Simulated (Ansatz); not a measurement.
Ansatz (a first-principles code) input (CCSD(T)/aug-cc-pV(D+d)Z):
A basis named .json is the Basis Set Exchange file of that set.

Ansatz 0.2 input:
```yaml
crystal:
  periodic: [false, false, false]
  atoms:
    - {symbol: Si, position_ang: [-0.79155358, -0.16882426, -0.21324559]}
    - {symbol: C, position_ang: [-1.82729973, 1.16366459, -1.02259100]}
    - {symbol: C, position_ang: [-1.67768286, -0.85159145, 1.28723229]}
    - {symbol: N, position_ang: [0.77406011, 0.46965393, 0.21546374]}
    - {symbol: Si, position_ang: [2.33641140, -0.19715231, -0.11535632]}
    - {symbol: H, position_ang: [-0.52459944, -1.27086284, -1.16978132]}
    - {symbol: H, position_ang: [-2.81018615, 0.77855923, -1.30372869]}
    - {symbol: H, position_ang: [-1.34239658, 1.54690150, -1.92208293]}
    - {symbol: H, position_ang: [-1.98656754, 2.00366286, -0.34109733]}
    - {symbol: H, position_ang: [-2.64192911, -1.28561124, 1.01099131]}
    - {symbol: H, position_ang: [-1.08105650, -1.62869561, 1.76855676]}
    - {symbol: H, position_ang: [-1.86322839, -0.06631864, 2.02433245]}
    - {symbol: H, position_ang: [0.77868666, 1.39227683, 0.63111574]}
    - {symbol: H, position_ang: [3.26443058, 0.17117832, 0.99527431]}
    - {symbol: H, position_ang: [2.19031186, -1.67743501, -0.18924730]}
basis:
  gaussian:
    orbitals: aug-cc-pV_D+d_Z.json
magnetization: {spin_polarized: true, initial_magnetization: 1}
correlation: {method: ccsd_t, electrons: outside_noble_gas}
output: {forces: true}
```

End of the output:

```
Atom 1 at    -1.827300     1.163665    -1.022591 Å, force     0.151029    -0.214573     0.101213 eV/Å
Atom 2 at    -1.677683    -0.851591     1.287232 Å, force     0.115998     0.081034    -0.244445 eV/Å
Atom 3 at     0.774060     0.469654     0.215464 Å, force    -0.081401     0.128414     0.078883 eV/Å
Atom 4 at     2.336411    -0.197152    -0.115356 Å, force     0.525176    -0.200288    -0.120709 eV/Å
Atom 5 at    -0.524599    -1.270863    -1.169781 Å, force     0.043549    -0.130934    -0.111085 eV/Å
Atom 6 at    -2.810186     0.778559    -1.303729 Å, force    -0.455545    -0.166169    -0.126967 eV/Å
Atom 7 at    -1.342397     1.546901    -1.922083 Å, force     0.216673     0.178701    -0.407514 eV/Å
Atom 8 at    -1.986568     2.003663    -0.341097 Å, force    -0.069296     0.380878     0.308515 eV/Å
Atom 9 at    -2.641929    -1.285611     1.010991 Å, force    -0.444376    -0.196322    -0.114924 eV/Å
Atom 10 at    -1.081057    -1.628696     1.768557 Å, force     0.266385    -0.355474     0.228418 eV/Å
Atom 11 at    -1.863228    -0.066319     2.024332 Å, force    -0.081987     0.355581     0.336568 eV/Å
Atom 12 at     0.778687     1.392277     0.631116 Å, force     0.006611     0.389251     0.174780 eV/Å
Atom 13 at     3.264431     0.171178     0.995274 Å, force     0.085573     0.029297     0.041851 eV/Å
Atom 14 at     2.190312    -1.677435    -0.189247 Å, force    -0.006667    -0.114611    -0.033150 eV/Å
Dipole moment:    -0.272828     0.217827     0.115601 e Å
```

It need not be the lowest isomer of its formula.
